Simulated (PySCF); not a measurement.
Ta(NH)(F)(Cl)2 (Cl₂FHNTa), SMILES [Cl][Ta]([F])(=[NH])[Cl], multiplicity 1. Atoms are numbered in the order given.

```xyz
6

Ta     0.0163    -0.2026     0.0000
N      1.5683    -1.0292     0.0000
H      2.4555    -1.5217     0.0000
F     -1.3280    -1.5231     0.0000
Cl    -0.0786     1.0948    -1.9197
Cl    -0.0786     1.0948     1.9197
```

Coordinates come from a B3LYP-D3(BJ)/def2-SVP optimisation. The multiplicity is an assumed one; no other spin state was optimised. The structure was generated by enumeration; whether it is a known compound was not checked. The def2 effective core potentials stand for the cores of Ta; spin–orbit coupling is left out.

Calculation: PBE/def2-TZVP (PySCF).

ESP charges are fitted to the potential on shells at 1.4 to 2.0 van der Waals radii. Atomic charges (e):

```json
[
 {"atom": "Ta1", "ESP fit": "0.80", "Löwdin": "0.20", "Mulliken": "1.20"},
 {"atom": "N2", "ESP fit": "-0.69", "Löwdin": "-0.32", "Mulliken": "-0.53"},
 {"atom": "H3", "ESP fit": "0.40", "Löwdin": "0.15", "Mulliken": "0.23"},
 {"atom": "F4", "ESP fit": "-0.20", "Löwdin": "-0.18", "Mulliken": "-0.33"},
 {"atom": "Cl5", "ESP fit": "-0.15", "Löwdin": "0.07", "Mulliken": "-0.29"},
 {"atom": "Cl6", "ESP fit": "-0.15", "Löwdin": "0.07", "Mulliken": "-0.29"}
]
```
